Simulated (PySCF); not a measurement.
## Distorted geometries of HfCl4(H2O)

HfCl4(H2O) (singlet). PySCF 2.14.0, RKS PBE, Hf def2-SVP with ECP60, Cl def2-SVP, O def2-SVP, H def2-SVP; non-relativistic Hamiltonian with scalar-relativistic core potentials where named; density fitting; no spin-orbit coupling. Relaxed geometry:

```xyz
8

Hf   -0.0256   -0.0444    0.0000
Cl   -0.5371   -0.5229    2.3140
Cl   -0.1842   -0.7266   -2.3140
Cl    2.3017    0.1775    0.1634
Cl   -0.9972    2.0821   -0.1634
O    -1.1583   -2.0063    0.0000
H    -1.4868   -2.4379    0.8148
H    -1.3678   -2.5065   -0.8148
```

Q: Order these distorted geometries by energy above the relaxed one, lowest first.
A.
```xyz
8

Hf    0.0214   -0.0884   -0.0883
Cl   -0.5306   -0.5295    2.3510
Cl   -0.2177   -0.6811   -2.2415
Cl    2.2427    0.1300    0.1462
Cl   -0.9496    2.0863   -0.0815
O    -1.2659   -2.0354   -0.0210
H    -1.4214   -2.4350    0.8207
H    -1.3344   -2.4318   -0.8857
```
B.
```xyz
8

Hf   -0.1152   -0.0787    0.0361
Cl   -0.6464   -0.4778    2.3513
Cl   -0.1865   -0.7819   -2.2818
Cl    2.3254    0.2549    0.0806
Cl   -0.9519    2.1038   -0.0809
O    -1.0532   -2.0847   -0.0336
H    -1.4730   -2.2724    0.8113
H    -1.3545   -2.6483   -0.8831
```
C.
```xyz
8

Hf   -0.0680   -0.0249   -0.0073
Cl   -0.4954   -0.5970    2.1920
Cl   -0.0635   -0.6631   -2.3401
Cl    2.3294    0.1284    0.1615
Cl   -1.0738    2.1594   -0.1281
O    -1.1179   -2.0485   -0.0532
H    -1.5280   -2.5146    0.9191
H    -1.4382   -2.4248   -0.7440
```

A: B (0.39 eV), A (0.58 eV), C (1.21 eV).

Q: Which forces (eV/Å) act in the one that lies 1.21 eV up?

A: 
```
Hf   1.03  0.86 -1.46
Cl  -0.31 -0.24  1.60
Cl  -0.21 -0.06  0.14
Cl  -0.84  0.03  0.02
Cl   0.30 -0.74  0.06
O    2.10  2.71 11.62
H    1.66  1.96 -3.90
H   -3.73 -4.52 -8.08
```
Forces carry noise of the integration grid, about 0.01 to 0.03 eV/Å.

A frequency check found unstable modes (1, the lowest at -33 cm⁻¹), so the relaxed geometry is a saddle point, or these are noise.
